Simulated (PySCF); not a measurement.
C2HBN2O2, SMILES O=C=NBN=C=O.

Coordinates come from a TPSSh-D3(BJ)/def2-SVP optimisation. The structure was generated by enumeration, and PubChem lists no compound with its InChIKey, so it may never have been made. Other conformers were not sampled.

Method: TDDFT-B3LYP/def2-SVPD run with PySCF.

Vertical excitations. The molecule is in vacuum. State labels are in the subgroup C2v.

Computed UV-visible absorptions:
```tsv
state	symmetry	energy (eV)	λ (nm)	f	main pairs
S1	B1	5.02	247	0.003	HOMO→LUMO 99 %
S2	A2	5.37	231	0.000	HOMO−2→LUMO 98 %
S3	B2	6.07	204	0.359	HOMO−1→LUMO 89 %
S4	A1	7.00	177	0.011	HOMO−3→LUMO 64 %, HOMO→LUMO+1 27 %
S5	A2	7.41	167	0.000	HOMO−1→LUMO+1 90 %
S6	A1	7.45	166	0.017	HOMO→LUMO+1 66 %, HOMO−3→LUMO 21 %
S7	B2	7.67	162	0.078	HOMO−2→LUMO+1 69 %, HOMO→LUMO+2 24 %
S8	B1	7.92	157	0.004	HOMO−1→LUMO+3 66 %, HOMO−3→LUMO+1 17 %
S9	B2	8.22	151	0.055	HOMO→LUMO+2 68 %, HOMO−2→LUMO+1 20 %
S10	A2	8.28	150	0.000	HOMO→LUMO+5 43 %, HOMO−1→LUMO+4 40 %
T1	B1	4.79	259	0	HOMO→LUMO 98 %
T2	B2	5.06	245	0	HOMO−1→LUMO 98 %
T3	A2	5.24	237	0	HOMO−2→LUMO 97 %
T4	A1	5.92	209	0	HOMO−3→LUMO 93 %
```
Triplets are in the Tamm–Dancoff approximation, which puts them higher than full response would, so one can lie above its singlet here.
